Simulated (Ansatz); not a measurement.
`[CH3][GaH][CH2]F` + CH₃NH₂ → `C[NH][GaH][CH2]F` + CH₄  (ligand exchange at a Ga–C bond)

Program: Ansatz. Geometries: PBE0-D4/def2-TZVP. ΔE: electronic, gas phase. CCSD(T)/CBS is the MP2 limit (def2-TZVPP, def2-QZVPP) plus CCSD(T) − MP2 in def2-TZVPP, frozen cores. This one scheme is used for every species. Functionals use def2-TZVPP. B3LYP here is the variant with VWN-RPA as its local correlation; programs differ in this. For Ga outer-core shells are correlated without core-valence functions, which leaves a few kJ/mol of doubt a bond. Scalar relativity is left out up to krypton. One conformer a species, not always the lowest.

`[CH3][GaH][CH2]F`:

Z-matrix (Å, degrees):
```
C
Ga 1 1.961
H 1 1.093 2 110.3
H 1 1.093 2 110.2 3 117.8
H 1 1.090 2 111.5 3 -121.2
C 2 1.994 1 120.4 3 121.6
H 2 1.577 1 122.4 3 -58.4
F 6 1.395 2 111.8 1 0.1
H 6 1.097 2 111.3 1 120.7
H 6 1.097 2 111.3 1 -120.6
```

CH₃NH₂:

Cartesian coordinates in Å:
```
C -0.302 -0.163 0.453
N 0.605 0.463 -0.494
H -0.939 -0.958 0.039
H -0.956 0.598 0.885
H 0.274 -0.592 1.276
H 0.091 0.877 -1.261
H 1.228 -0.224 -0.899
```

`C[NH][GaH][CH2]F`:

Cartesian coordinates in Å:
```
C 0.699 -0.630 1.598
N -0.629 -0.317 1.117
Ga -1.148 0.300 -0.505
C 0.209 0.642 -1.920
F 1.510 0.354 -1.510
H 1.433 -0.441 0.815
H 0.977 -0.019 2.465
H 0.792 -1.683 1.891
H -1.345 -0.477 1.808
H -2.680 0.541 -0.713
H 0.183 1.691 -2.235
H -0.001 0.039 -2.810
```

CH₄:

Z-matrix (Å, degrees):
```
C
H 1 1.090
H 1 1.090 2 109.5
H 1 1.090 2 109.5 3 -120.0
H 1 1.090 2 109.5 3 120.0
```

```csv
level,ΔE (kcal/mol)
PBE-D4,-16.4
PBE0-D4,-15.6
ωB97M-V,-15.7
r2SCAN,-16.9
B3LYP,-16.2
HF/def2-TZVPP,-15.2
SCS-MP2/def2-TZVPP,-17.3
MP2/CBS(def2),-17.2
```

Task: What does CCSD(T)/CBS give? (An estimate is asked.)

Result: The calculation gave: -16.8 kcal/mol. The listed levels differ from it by 0.4, 1.2, 1.1, -0.1, 0.6, 1.6, -0.5, -0.4 kcal/mol.

Largest T1 diagnostic among the species: 0.014.

The D4 term adds −1.2 kcal/mol with B3LYP and −0.7 kcal/mol with PBE0; it sums over pairs of atoms, weighted by their polarisabilities, and B3LYP, whose exchange is more repulsive, gets the larger term. From PBE to PBE0 (25 % exact exchange), in def2-TZVPP and without D4, ΔE moves by +0.7 kcal/mol. In def2-TZVPP, CCSD(T) changes the Hartree–Fock value by −1.9 kcal/mol (the triples alone add −0.6 kcal/mol) and MP2 by −2.3 kcal/mol.
